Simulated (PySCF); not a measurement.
**How methods differ on the ionisation energy of Ce(32+)**

Ce(32+) [Ar] 3d8 (3F) → Ce(33+) [Ar] 3d7 (4F), as a difference of total energies. Calculation: PySCF 2.14, in an uncontracted even-tempered set (17 s from 5 bohr⁻², ratio 2.5; 11 p from 6.5 bohr⁻², ratio 2.5; 8 d from 6.5 bohr⁻², ratio 2.5; 4 f from 28 bohr⁻², ratio 2.7; 3 g from 42 bohr⁻², ratio 2.7); no relativity, point nucleus. Correlated levels: outer shells: [Ne] frozen; virtual orbitals above 40 to 60 times the deepest correlated orbital energy dropped. The calculations carry no spin-orbit coupling.

```json
{"method": "UHF", "ionisation energy (eV)": "2095.9"}
{"method": "LDA", "ionisation energy (eV)": "2097.0"}
{"method": "PBE", "ionisation energy (eV)": "2096.8"}
{"method": "PBE0", "ionisation energy (eV)": "2097.1"}
{"method": "r2SCAN", "ionisation energy (eV)": "2098.0"}
{"method": "PBEsol", "ionisation energy (eV)": "2096.6"}
{"method": "BLYP", "ionisation energy (eV)": "2096.6"}
{"method": "MP2 (outer shells)", "ionisation energy (eV)": "2097.4"}
{"method": "SCS-MP2 (outer shells)", "ionisation energy (eV)": "2097.4"}
```

Spin-orbit coupling is strong in these open shells (close to jj coupling). The scalar numbers leave it out and a first-order estimate fails, so it can dominate the gap to the real levels.

All relativistic terms are absent from these numbers, so their closeness to the reference says little about the methods.

For comparison: 2087 ± 4 eV (theoretical estimate listed by NIST; NIST Atomic Spectra Database, ionization energies).
